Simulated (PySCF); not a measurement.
This script is equivalent to a calculation on Sb⁻ (antimony, charge -1).

```python
from pyscf import gto, scf, dft, mp, cc
import basis_set_exchange as bse
txt = bse.get_basis("def2-TZVPPD", elements=["Sb"], fmt="nwchem", header=False)
cut = txt.index("\nECP")
mol = gto.M(atom="Sb 0 0 0", charge=-1, spin=2, symmetry="D2h",
            basis=gto.basis.parse(txt[:cut]),
            ecp={"Sb": gto.basis.parse_ecp(txt[cut:])})
mf = scf.UHF(mol)
mf.irrep_nelec = {'Ag': (4, 4), 'B1g': (1, 1), 'B2g': (1, 1), 'B3g': (1, 1), 'B1u': (2, 1), 'B2u': (2, 2), 'B3u': (2, 1)}
mf.kernel()
```

**Question.** What total energy does it give?

**Answer.** -239.27116 hartree (calculated).

**Question.** Which occupied shell lies highest, and where?

**Answer.** 5p β, at -0.592 eV.

**Question.** What is ⟨S²⟩, and what would a pure spin state give?

**Answer.** 2.013, against 2.00.

Energies and moments cover only the electrons outside the core potential.
